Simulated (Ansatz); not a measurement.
Input for Ansatz (a quantum-chemistry and plane-wave program):
Ansatz 0.2 input:
```yaml
crystal:
  periodic: [false, false, false]
  atoms:
    - {symbol: C, position_ang: [0.01018319, -0.00657116, 0.53245374]}
    - {symbol: F, position_ang: [-0.01807559, 1.27792011, -0.10226750]}
    - {symbol: F, position_ang: [1.11097537, -0.62281319, -0.14731810]}
    - {symbol: F, position_ang: [-1.09968858, -0.65072614, -0.10538356]}
basis:
  gaussian:
    orbitals: cc-pVDZ
total_charge: -1
magnetization: {spin_polarized: false}
correlation: {method: mp2}
```

Estimate the MP2 correlation energy that MP2/cc-pVDZ run with Ansatz returns for this input.

-0.6874 Eh

What number of basis functions does MP2/cc-pVDZ give?

56

Predict the total energy from MP2/cc-pVDZ.

-336.8293 Eh

A gas-phase anion may not be bound at this level; its values then depend on the basis.
